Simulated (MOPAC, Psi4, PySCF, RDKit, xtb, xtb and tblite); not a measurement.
Two geometries of SMILES N#CCCc1ccco1 (C7H7NO), relaxed at GFN2-xTB with one dihedral held; other torsions can differ between them too.

Structure A

```
16

N     -2.0669     2.1650     0.7040
C     -2.0538     1.0526     0.4428
C     -2.0261    -0.3457     0.0962
C     -0.9902    -0.6107    -1.0122
C      0.3877    -0.2788    -0.5482
C      1.3003     0.6290    -0.9940
C      2.4272     0.5096    -0.1427
C      2.1126    -0.4568     0.7579
O      0.8804    -0.9414     0.5229
H     -1.7663    -0.9207     0.9891
H     -3.0240    -0.6428    -0.2375
H     -1.0443    -1.6680    -1.2865
H     -1.2180    -0.0090    -1.8928
H      1.1860     1.2993    -1.8208
H      3.3376     1.0698    -0.1976
H      2.6528    -0.8761     1.5831
```

Structure B

```
16

N     -2.2937     2.1588     0.7013
C     -2.1712     1.0508     0.4489
C     -2.0332    -0.3440     0.1168
C     -0.9893    -0.5616    -0.9939
C      0.3978    -0.2637    -0.5298
C      0.9768     0.8695    -0.0394
C      2.3275     0.5375     0.2314
C      2.4689    -0.7683    -0.1162
O      1.3069    -1.2635    -0.5771
H     -1.7445    -0.8896     1.0194
H     -3.0093    -0.7096    -0.2150
H     -1.0220    -1.6042    -1.3149
H     -1.2408     0.0721    -1.8491
H      0.5025     1.8170     0.1137
H      3.0813     1.1859     0.6279
H      3.3075    -1.4350    -0.0866
```

### Question
Which is lower in energy at the level B3LYP-D3(BJ)/def2-SVP // GFN2-xTB run with Psi4, and by how much?

### Answer
A is lower, by 0.60 kcal/mol (dihedral C3–C4–C5–O9: 60° in A, 120° in B).

E(B) − E(A) in kcal/mol at the other levels, on the same two geometries: GFN2-xTB (xtb and tblite) 0.08; MMFF94 // GFN2-xTB (RDKit) 0.69; B3LYP/def2-SVP // GFN2-xTB (Psi4) 0.81; PBE/def2-SVP // GFN2-xTB (Psi4) 0.50; PBE-D3(BJ)/def2-SVP // GFN2-xTB (Psi4) 0.40; UFF // GFN2-xTB (RDKit) 0.87; AM1, restricted, heats of formation // GFN2-xTB (MOPAC) 0.15; PM3, restricted, heats of formation // GFN2-xTB (MOPAC) 0.22; GFN1-xTB // GFN2-xTB (xtb) 0.43; restricted B3LYP/6-31G*, spherical d, density fitting // GFN2-xTB (PySCF) 0.69; restricted B3LYP/6-311+G**, spherical d, density fitting // GFN2-xTB (PySCF) 0.93; restricted MP2 (frozen core)/3-21G // GFN2-xTB (PySCF) 0.94; restricted B3LYP/3-21G, density fitting // GFN2-xTB (PySCF) 0.77.
